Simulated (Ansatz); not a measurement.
```xyz
5

Si    0.0000    0.0000    0.0000
H     0.9308    0.9308    0.9308
H     0.9308   -0.9308   -0.9308
H    -0.9308    0.9308   -0.9308
H    -0.9308   -0.9308    0.9308
```

Basis set: cc-pVDZ (spherical functions). Left uncorrelated: 5 orbitals. Charge 0, multiplicity 1.

Computed with Ansatz (development build ahead of 0.2.0); each method stands on the lowest determinant of its kind that the runs found. Restricted open shells among the atoms or ions are ROHF, correlated in semicanonical orbitals with singles.

(1) Give the atomization energy at this shape (free ground-state atoms in the same class of orbitals less the molecule, no zero-point energy) of singlet SiH4 by RHF-MP2, RHF.

Answers

(1)

```
 method  atomization energy
RHF-MP2     281.52 kcal/mol
    RHF     238.21 kcal/mol
```

Caution: the shape is not the minimum.
